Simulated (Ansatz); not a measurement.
Consider the cleavage of the Si–Si bond: `O[SiH2][SiH2][GeH3]` + `BO` → `BO[SiH2][GeH3]` + silanol.

Program: Ansatz. Geometries: PBE0-D4/def2-TZVP. ΔE: electronic, gas phase. CCSD(T)/CBS is the MP2 limit (def2-TZVPP, def2-QZVPP) plus CCSD(T) − MP2 in def2-TZVPP, frozen cores. This one scheme is used for every species. For Ge outer-core shells are correlated without core-valence functions, which leaves a few kJ/mol of doubt a bond. Scalar relativity is left out up to krypton. Each species was taken in one conformer, which may not be the lowest.

`O[SiH2][SiH2][GeH3]`:

Z-matrix (Å, degrees):
```
Si
Si 1 2.335
O 1 1.654 2 105.8
H 1 1.493 2 109.8 3 -120.1
H 1 1.492 2 112.2 3 121.3
Ge 2 2.380 1 109.7 3 49.3
H 2 1.489 1 110.8 3 -71.9
H 2 1.490 1 108.8 3 169.3
H 3 0.958 1 117.8 2 179.2
H 6 1.538 2 110.0 1 54.3
H 6 1.539 2 111.0 1 174.1
H 6 1.536 2 110.4 1 -65.5
```

`BO`:

```xyz
5

B    -0.086    0.180    0.371
O    -0.335   -0.233   -0.888
H    -0.979    0.735    0.942
H     0.987   -0.009    0.877
H     0.413   -0.672   -1.302
```

`BO[SiH2][GeH3]`:

Cartesian coordinates in Å:
```
B 1.239 1.254 1.193
O 0.786 1.471 -0.055
Si -0.176 0.574 -1.074
Ge -0.869 -1.490 -0.100
H 1.932 2.091 1.698
H 0.947 0.239 1.774
H -1.354 1.411 -1.413
H 0.608 0.328 -2.311
H -1.697 -1.265 1.174
H 0.331 -2.388 0.239
H -1.749 -2.226 -1.126
```

`O[SiH3]`:

Cartesian coordinates in Å:
```
O -0.360 1.228 0.064
Si 0.236 -0.298 -0.108
H -1.175 1.337 0.556
H 0.540 -0.922 1.210
H 1.481 -0.161 -0.899
H -0.722 -1.185 -0.823
```

| species | SCS-MP2/def2-TZVPP energy (Eh) |
| --- | --- |
| `O[SiH2][SiH2][GeH3]` | -2733.60960 |
| `BO` | -101.72534 |
| `BO[SiH2][GeH3]` | -2468.77415 |
| `O[SiH3]` | -366.59311 |

Task: Work out ΔE.

Result: ΔE = (-2468.77415) + (-366.59311) − (-2733.60960) − (-101.72534) = -0.03232 Eh = -20.3 kcal/mol. CCSD(T)/CBS gives -17.7 kcal/mol.

Largest T1 diagnostic among the species: 0.014.

In def2-TZVPP, CCSD(T) changes the Hartree–Fock value by +6.0 kcal/mol (the triples alone add +0.8 kcal/mol) and MP2 by +4.6 kcal/mol. From PBE to PBE0 (25 % exact exchange), in def2-TZVPP and without D4, ΔE moves by −1.6 kcal/mol.
